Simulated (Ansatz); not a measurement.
Task: Name a neutral molecule of As, B, Cl and H with HOMO–LUMO gap (PBE/def2-TZVPP) between 5.30 and 5.60 eV and LUMO energy (ωB97M-V/def2-TZVPP) between 1.20 and 1.50 eV (Ansatz, PBE0-D4/def2-TZVP geometry).

Result: `Cl[B-](Cl)(Cl)[AsH3+]` (5.57 eV, 1.36 eV). Other molecules can fit too; these were computed, each in one conformer that needn't be the lowest.
